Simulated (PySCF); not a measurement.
Cyclohexanone, SMILES O=C1CCCCC1 (C₆H₁₀O), GFN2-xTB optimised geometry.

```
17

O      0.92    -1.90    -1.98
C      0.19    -1.34    -1.21
C      0.69    -0.58     0.00
C      0.15     0.85     0.00
C     -1.37     0.84    -0.08
C     -1.83     0.12    -1.34
C     -1.31    -1.32    -1.35
H      0.35    -1.10     0.90
H      1.78    -0.58     0.00
H      0.48     1.36     0.90
H      0.55     1.39    -0.86
H     -1.75     1.87    -0.08
H     -1.78     0.35     0.81
H     -2.93     0.11    -1.39
H     -1.46     0.65    -2.22
H     -1.59    -1.82    -2.28
H     -1.74    -1.87    -0.51
```

Density from PBE0/def2-SVP in PySCF 2.14.0 at that geometry.

Minimum of the electron density along straight lines between bonded atoms, close to the bond critical point (lines longer than 1.1 times the sum of covalent radii, or with two minima, are not listed):

| bond | length / Å | ρ at the minimum / e bohr⁻³ | ∇²ρ there / e bohr⁻⁵ | position (fraction from the first atom) |
|---|---|---|---|---|
| O1–C2 | 1.205 | 0.413 | 0.48 | 0.67 |
| C2–C3 | 1.511 | 0.258 | -0.62 | 0.51 |
| C3–C4 | 1.531 | 0.239 | -0.53 | 0.50 |
| C4–C5 | 1.524 | 0.246 | -0.56 | 0.50 |
| C5–C6 | 1.524 | 0.246 | -0.56 | 0.50 |
| C2–C7 | 1.511 | 0.258 | -0.62 | 0.51 |
| C6–C7 | 1.531 | 0.239 | -0.53 | 0.50 |
| C3–H8 | 1.093 | 0.272 | -0.97 | 0.62 |
| C3–H9 | 1.091 | 0.277 | -1.02 | 0.63 |
| C4–H10 | 1.092 | 0.276 | -1.00 | 0.62 |
| C4–H11 | 1.092 | 0.276 | -1.00 | 0.62 |
| C5–H12 | 1.092 | 0.276 | -1.00 | 0.62 |
| C5–H13 | 1.093 | 0.275 | -0.99 | 0.62 |
| C6–H14 | 1.092 | 0.276 | -1.00 | 0.62 |
| C6–H15 | 1.092 | 0.276 | -1.00 | 0.62 |
| C7–H16 | 1.091 | 0.277 | -1.02 | 0.63 |
| C7–H17 | 1.093 | 0.272 | -0.97 | 0.62 |
